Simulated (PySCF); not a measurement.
C3H7FTe, SMILES CC(C)[Te]F.

Geometry optimised at PBE0-D3(BJ)/def2-SVP. This is a generated structure with no PubChem entry under its InChIKey; it may be hypothetical. The def2 effective core potentials stand for the cores of Te; spin–orbit coupling is left out. One conformer was computed; it need not be the lowest.

These are TDA-ωB97X/def2-SVPD (PySCF 2.14.0) values and carry that method's errors.

Vertical excitations. The molecule is in vacuum.

Task: Give excitation energies, oscillator strengths and character. (Estimate from the structure and the level; the computed values follow.)

Result: 
```
state  energy (eV)  λ (nm)      f                                                              main pairs
-----  -----------  ------  -----  ----------------------------------------------------------------------
S1            2.42     513  0.000                                                          HOMO→LUMO 97 %
S2            4.84     256  0.002                                                        HOMO→LUMO+1 78 %
S3            4.97     249  0.012                                                        HOMO−1→LUMO 94 %
S4            6.10     203  0.210                                                        HOMO→LUMO+2 79 %
S5            6.80     182  0.075                                                        HOMO→LUMO+3 79 %
S6            7.21     172  0.006                                      HOMO→LUMO+4 52 %, HOMO→LUMO+5 37 %
S7            7.28     170  0.012   HOMO→LUMO+5 38 %, HOMO→LUMO+4 25 %, HOMO→LUMO+1 15 %, HOMO→LUMO+3 7 %
S8            7.54     164  0.090                   HOMO−1→LUMO+1 45 %, HOMO→LUMO+9 12 %, HOMO→LUMO+7 9 %
S9            7.64     162  0.012  HOMO−2→LUMO 41 %, HOMO−4→LUMO 17 %, HOMO−7→LUMO 15 %, HOMO−6→LUMO 15 %
S10           7.71     161  0.005   HOMO−4→LUMO 36 %, HOMO−6→LUMO 21 %, HOMO−3→LUMO 15 %, HOMO−5→LUMO 7 %
T1            1.65     750      0                                                          HOMO→LUMO 95 %
T2            4.11     302      0                                      HOMO→LUMO+1 68 %, HOMO→LUMO+4 15 %
T3            4.28     290      0                                                        HOMO−1→LUMO 92 %
T4            5.96     208      0               HOMO−1→LUMO+1 59 %, HOMO−1→LUMO+4 16 %, HOMO−1→LUMO+5 9 %
```
Triplets are in the Tamm–Dancoff approximation.
